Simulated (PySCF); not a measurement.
BeHCl, SMILES [BeH][Cl]. Geometry optimised at PBE0-D3(BJ)/def2-TZVPD.

Calculation: PBE0-D3(BJ)/def2-TZVPD (PySCF).

Harmonic wavenumbers (cm⁻¹): 517, 517, 816, 2181. Rotational constants (GHz): 16.39 (linear); symmetry number 1.

Question: Work out the zero-point energy and the ideal-gas rigid-rotor harmonic-oscillator thermochemistry at 298.15 K and 1 atm.

Answer: ZPE = ½ Σ hcν = ½ × 4031 cm⁻¹ = 24.11 kJ/mol. H − E(el) = 34.10 kJ/mol. Entropy in J/(mol K): translation 156.35, rotation 57.68, vibration 5.98, total 220.01. G − E(el) = -31.50 kJ/mol. Cp = 41.88 J/(mol K).
